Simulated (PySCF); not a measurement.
C₂H₈BeSi, SMILES C[CH2][Be][SiH3]. Atoms are numbered in the order given.

```xyz
12

Be     0.2438    -0.2091    -0.0146
C     -0.1903    -1.2031    -1.3036
C     -1.5139    -0.8930    -2.0156
H     -0.2023    -2.2494    -0.9356
H      0.6400    -1.1867    -2.0387
H     -1.5217     0.1221    -2.4447
H     -2.3739    -0.9536    -1.3290
H     -1.7183    -1.5909    -2.8444
Si     0.8222     1.0744     1.6621
H      0.3604     0.5320     2.9836
H      0.2453     2.4556     1.5448
H      2.3103     1.2428     1.7675
```

The structure is a stationary point at PBE0-D3(BJ)/def2-SVP. The structure was generated by enumeration; whether it is a known compound was not checked. Other conformers were not sampled.

Two levels are set side by side: PBE/pcSseg-1 (PySCF) and PBE0/pcSseg-1 (PySCF). GIAO shifts against TMS (²⁹Si), TMS (¹H), TMS (¹³C) at the same level; non-relativistic, no solvent, atoms listed together averaged. Differences are taken from unrounded values.

```tsv
quantity	PBE0	PBE	PBE minus PBE0
δ(¹³C) of C2 (ppm)	12.2	13.9	1.7
δ(¹³C) of C3 (ppm)	9.3	9.6	0.3
δ(¹H) of H4, H5 (ppm)	0.36	0.49	0.13
δ(²⁹Si) of Si9 (ppm)	-143.2	-151.6	-8.4
δ(¹H) of H10, H11, H12 (ppm)	3.18	3.19	0.01
```

Rough cost on one machine, each run with all the roots and properties that it gave: PBE0 against PBE within a factor of 2.
